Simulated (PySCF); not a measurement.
Polarisability and C₆ of Nd²⁺ (neodymium, charge +2)

[Xe] 4f4, one real determinant. Computed with PySCF 2.14 in ANO-RCC-VTZP (8s7p5d3f2g1h, 104 functions), with the spin-free X2C one-electron Hamiltonian (Gaussian nucleus). Coupled (time-dependent) response in atomic units; α is the mean over directions. The basis has no added diffuse functions, which lowers α and C₆.

```
method  mean α (bohr³)         α xx, yy, zz  C₆ (like pair)  S(−4)
   UHF           10.08  10.16, 10.16, 9.913           60.11  129.5
```

S(−4) is the Cauchy moment in α(ω) = α(0) + S(−4) ω² + …

Spin-orbit coupling is absent.

α(iu) at UHF:

| u (hartree) | α(iu) (bohr³) |
| --- | --- |
| 0 | 10.08 |
| 0.0500 | 9.792 |
| 0.100 | 9.231 |
| 0.200 | 8.310 |
| 0.300 | 7.672 |
| 0.500 | 6.593 |
| 0.750 | 5.364 |
| 1.00 | 4.341 |
| 1.50 | 2.929 |
| 2.00 | 2.094 |
| 3.00 | 1.232 |
| 5.00 | 0.5898 |

For an ion, C₆ is the dispersion term alone; charge-induced terms of lower order in 1/R come first.

The components differ because the open shell of this determinant is not spherical; for a pure term their mean is the scalar polarisability.

⟨L²⟩ = 34.03 against 42 for a pure I term, so this real determinant mixes terms. Spin-orbit coupling, absent here, splits the open shell strongly.
